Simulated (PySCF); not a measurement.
CH4F2Ge.

```xyz
8

Ge     0.0484     0.2790     0.0000
C     -1.7984    -0.2987     0.0000
F      0.8508    -0.4262    -1.3750
F      0.8508    -0.4262     1.3750
H      0.3804     1.7775     0.0000
H     -2.3112     0.0783    -0.8969
H     -2.3112     0.0783     0.8969
H     -1.8294    -1.3978     0.0000
```

Coordinates come from a B3LYP-D3(BJ)/def2-SVP optimisation.

Calculation: PBE/pcSseg-1 (PySCF). Non-relativistic, no solvent.

Computed absolute GIAO shielding of each atom: isotropic value and principal components (ppm):
| atom | σ(iso) | σ11 | σ22 | σ33 | span |
|---|---|---|---|---|---|
| Ge1 | 1175.6 | 1074.8 | 1152.3 | 1299.8 | 225.0 |
| C2 | 176.0 | 165.8 | 170.6 | 191.4 | 25.6 |
| F3 | 308.9 | 209.9 | 347.5 | 369.1 | 159.2 |
| F4 | 308.9 | 209.9 | 347.5 | 369.1 | 159.2 |
| H5 | 24.9 | 18.9 | 19.2 | 36.7 | 17.8 |
| H6 | 30.5 | 26.1 | 27.7 | 37.7 | 11.6 |
| H7 | 30.5 | 26.1 | 27.7 | 37.7 | 11.6 |
| H8 | 30.2 | 25.8 | 27.6 | 37.1 | 11.3 |
